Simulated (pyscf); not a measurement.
## F–SiH₂–SeH, singlet

Gas-phase minimum from PySCF at ωB97X-D3(BJ)/def2-SVP, one conformer. 

```
Si
F 1 1.6266
H 1 1.4824 2 108.25
H 1 1.4827 3 113.14 2 118.24
Se 1 2.2518 3 106.05 4 121.29
H 5 1.4669 1 93.19 3 -166.26
```
Charge 0, spin multiplicity 1.

Properties at ωB97X-D3(BJ)/def2-SVP:

```
Item                                                                                                                                                                               Result
---------------------------------------------------------------------------------------------------------------------  ------------------------------------------------------------------
Harmonic wavenumbers, unscaled                                                                                         185, 217, 430, 499, 727, 788, 879, 927, 960, 2297, 2309, 2499 cm⁻¹
Zero-point energy                                                                                                                                                           18.2 kcal/mol
Rotational symmetry number                                                                                                                                                              1
Entropy of this conformer at 298 K and 1 atm, rigid rotor and harmonic oscillator, modes under 100 cm⁻¹ raised to 100                                                     304.6 J/(mol K)
Dipole moment                                                                                                                                                                      1.30 D
```

Single-point totals, which compare only within one level (frozen core for MP2 and CC):

| level | total energy (hartree) |
|---|---|
| ωB97X-D3(BJ)/def2-TZVP | -2792.79750 |
| PBE/def2-TZVP | -2792.22188 |
| r²SCAN/def2-TZVP | -2792.75478 |
| B3LYP-D3(BJ)/def2-TZVP | -2792.90180 |
| PBE0-D3(BJ)/def2-TZVP | -2792.33347 |
| M06-2X/def2-TZVP | -2792.79822 |
| ωB97M-D3(BJ)/def2-TZVP | -2792.90078 |
| HF/def2-TZVPP | -2790.11065 |
| MP2/def2-TZVPP | -2790.76016 |
| CCSD/def2-TZVPP | -2790.78297 |
| CCSD(T)/def2-TZVPP | -2790.80490 |

Soft torsions are taken as harmonic, which can shift the entropy by several J/(mol K). The CCSD(T) − MP2 part came from Ansatz, without density fitting, on the same reference. The frozen core leaves the outer d or s,p core shells of the metals and heavy elements correlated in the MP2 and CC values, and def2-TZVPP describes them poorly, so these totals are far from the basis limit. Elements up to Kr have no core potential and no relativistic terms here.
